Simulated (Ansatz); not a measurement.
A made-up structure of BH3IO (charge +1), singlet:

```csv
atom,x (Å),y (Å),z (Å)
O1,-0.6281,-0.3987,0.2860
B2,0.6478,0.1770,-0.1378
I3,0.5762,1.8735,-1.2732
H4,-1.4861,-0.0031,0.0459
H5,-0.1857,3.1711,-0.4822
H6,1.5739,-0.4433,0.2508
```

It is relaxed with PBE-D4/def2-SVP and then PBE0-D4/def2-TZVP (Ansatz 0.2.0). Atoms count as bonded within 1.22 times the sum of their covalent radii (H–H: 0.88 Å). The end point is not checked to be a true minimum.

(1) Does its bonding change? (A judgement: the text doesn't fix the answer.)

Results:

(1) The calculation gives: No: no bond forms or breaks.

Where it ends: The first stage lowers the energy by 1.26 eV in 11 steps. It ends as BH₃IO ([OH][BH][IH]), total charge +1:
```xyz
6
angstrom
O -0.6274 -0.3151 0.3004
B 0.5511 0.0687 -0.0667
I 0.9736 2.1745 -0.9175
H -1.4457 0.1904 0.2735
H -0.5334 2.7723 -0.8484
H 1.5799 -0.5142 -0.0518
```

Labels in which every atom is bracketed show which atoms are joined, not bond orders.

For scale, one of the runs: PBE0-D4/def2-TZVP relaxation, 130 basis functions, launched by `ansatz run in.yaml --threads 2 --pin off --events-out ev --progress --plain --max-ram 4352MiB`. Hardware: 2 CPU threads of an Arm Neoverse V1, shared host. Wall time about 20 s.
